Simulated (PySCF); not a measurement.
Cd (SMILES [Cd]), singlet (core potentials on Cd); PBE0/def2-SV(P) run with PySCF.

Input for PySCF:
```python
from pyscf import gto, scf, dft

mol = gto.M(
    atom='''
Cd    0.000000    0.000000    0.000000
''',
    basis='def2-sv(p)',
    ecp={'Cd': 'def2-sv(p)'},
    charge=0,
    spin=0,
    verbose=4,
)

mf = dft.RKS(mol)
mf.xc = 'pbe0'
mf.kernel()
mf.analyze()
```

What does PySCF print? Leave out banner, timings and long lists.


```
PySCF version 2.14.0

[INPUT] verbose = 4
[INPUT] num. atoms = 1
[INPUT] num. electrons = 20
[INPUT] charge = 0
[INPUT] spin (= nelec alpha-beta = 2S) = 0
[INPUT] symmetry False subgroup None
[INPUT] Mole.unit = angstrom
[INPUT] Symbol           X                Y                Z      unit          X                Y                Z       unit  Magmom
[INPUT]  1 Cd     0.000000000000   0.000000000000   0.000000000000 AA    0.000000000000   0.000000000000   0.000000000000 Bohr   0.0

nuclear repulsion = 0
number of shells = 10
number of NR pGTOs = 50
number of NR cGTOs = 24
basis = def2-sv(p)
ecp = {'Cd': 'def2-sv(p)'}

******** <class 'pyscf.dft.rks.RKS'> ********
method = RKS
initial guess = minao
damping factor = 0
level_shift factor = 0
DIIS = <class 'pyscf.scf.diis.CDIIS'>
diis_start_cycle = 1
diis_space = 8
diis_damp = 0
SCF conv_tol = 1e-09
SCF conv_tol_grad = None
SCF max_cycles = 50
direct_scf = True
direct_scf_tol = 1e-13
XC library pyscf.dft.libxc version 7.1.2
    S. Lehtola, C. Steigemann, M. J. T. Oliveira, and M. A. L. Marques,  SoftwareX 7, 1–5 (2018)
XC functionals = pbe0
    C. Adamo and V. Barone,  J. Chem. Phys. 110, 6158 (1999)
    M. Ernzerhof and G. E. Scuseria,  J. Chem. Phys. 110, 5029 (1999)
radial grids:
    Treutler-Ahlrichs [JCP 102, 346 (1995); DOI:10.1063/1.469408] (M4) radial grids

becke partition: Becke, JCP 88, 2547 (1988); DOI:10.1063/1.454033
pruning grids: <function nwchem_prune>
grids dens level: 3
symmetrized grids: False
atomic radii adjust function: <function treutler_atomic_radii_adjust>
small_rho_cutoff = 0
Set gradient conv threshold to 3.16228e-05
Initial guess from minao.
tot grids = 22392
init E= -153.626240745755
  HOMO = -0.881935371026374  LUMO = -0.52324606086664  gap/eV = 9.76043
cycle= 1 E= -167.132038144398  delta_E= -13.5  |g|= 1.53  |ddm|= 3.82
  HOMO = -0.0575394335354357  LUMO = 0.0454171629335735  gap/eV = 2.80159
cycle= 2 E= -166.834085547968  delta_E= 0.298  |g|= 2.34  |ddm|= 5.05
  HOMO = -0.21806768733909  LUMO = -0.00370013340790407  gap/eV = 5.83324
cycle= 3 E= -167.732901498584  delta_E= -0.899  |g|= 0.0748  |ddm|= 1.91
  HOMO = -0.230791740460563  LUMO = -0.0142741383434011  gap/eV = 5.89174
cycle= 4 E= -167.734058769111  delta_E= -0.00116  |g|= 0.00347  |ddm|= 0.107
  HOMO = -0.233304382893774  LUMO = -0.0163000045846008  gap/eV = 5.90499
cycle= 5 E= -167.734061760846  delta_E= -2.99e-06  |g|= 0.000497  |ddm|= 0.00366
  HOMO = -0.233495668613714  LUMO = -0.0164840663542838  gap/eV = 5.90519
cycle= 6 E= -167.734061798456  delta_E= -3.76e-08  |g|= 1.2e-05  |ddm|= 0.0011
  HOMO = -0.233493827943188  LUMO = -0.0164822443469488  gap/eV = 5.90519
cycle= 7 E= -167.734061798474  delta_E= -1.88e-11  |g|= 1.48e-07  |ddm|= 1.71e-05
  HOMO = -0.233493832801554  LUMO = -0.0164822456472473  gap/eV = 5.90519
Extra cycle  E= -167.734061798474  delta_E= -8.53e-14  |g|= 1.12e-07  |ddm|= 3.17e-07
converged SCF energy = -167.734061798474
**** SCF Summaries ****
Total Energy =                        -167.734061798474499
Nuclear Repulsion Energy =               0.000000000000000
One-electron Energy =                 -297.281855029438361
Two-electron Energy =                  129.547793230963862
Two-electron Coulomb Energy =          144.953342010173230
DFT Exchange-Correlation Energy =      -15.405548779209358
HOMO-LUMO gap [eV] =                     5.905186068868702
**** MO energy ****
MO #1   energy= -4.18059595456382  occ= 2
MO #2   energy= -2.67689784407055  occ= 2
MO #3   energy= -2.67689784407055  occ= 2
MO #4   energy= -2.67689784407054  occ= 2
MO #5   energy= -0.506683652380392 occ= 2
MO #6   energy= -0.506683652380389 occ= 2
MO #7   energy= -0.506683652380383 occ= 2
MO #8   energy= -0.50668365238038  occ= 2
MO #9   energy= -0.506683652380375 occ= 2
MO #10  energy= -0.233493832801554 occ= 2
MO #11  energy= -0.0164822456472473 occ= 0
MO #12  energy= -0.016482245647244 occ= 0
MO #13  energy= -0.0164822456472427 occ= 0
MO #14  energy= 0.128347552261916  occ= 0
MO #15  energy= 0.340386080085531  occ= 0
MO #16  energy= 0.340386080085534  occ= 0
MO #17  energy= 0.340386080085536  occ= 0
MO #18  energy= 0.543539413230361  occ= 0
Dipole moment(X, Y, Z, Debye):  0.00000,  0.00000, -0.00000
```
